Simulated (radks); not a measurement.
Problem. Mg, configuration [He] 2s2 2p5 3s2 3d1 (not the ground configuration). Calculated with a radial shooting solver on a logarithmic mesh with Libxc functionals: scalar-relativistic Kohn-Sham, AM05, spin-polarised, spherical densities, finite nucleus; open shells are filled with parallel spins first; Fermi nuclear charge, rms radius 3.057 fm. Some entries of the table are withheld. Estimate them.

orbital  occ.  eigenvalue (hartree)  <r> (bohr)  r(max) (bohr)
1s up       1             -47.11329      0.1310        0.08533
1s down     1             -47.06410      0.1309        0.08530
2s up       1              -3.70082      0.6748         0.5389
2s down     1              -3.60774      0.6791         0.5408
2p up       3              -2.51154      0.6452         0.4640
2p down     2              -2.40872      0.6531         0.4674
3s up       1                   (1)       2.524          2.132
3s down     1                   (2)       2.531          2.146
3p up       0                   (3)       3.125          2.522
3p down     0                   (4)       3.125          2.530
4s up       0              -0.06035       7.906          7.106
3d up       1              -0.02644       7.963          6.983

Solution. 
(1) 3s up eigenvalue (hartree): -0.37902
(2) 3s down eigenvalue (hartree): -0.36839
(3) 3p up eigenvalue (hartree): -0.19466
(4) 3p down eigenvalue (hartree): -0.18369
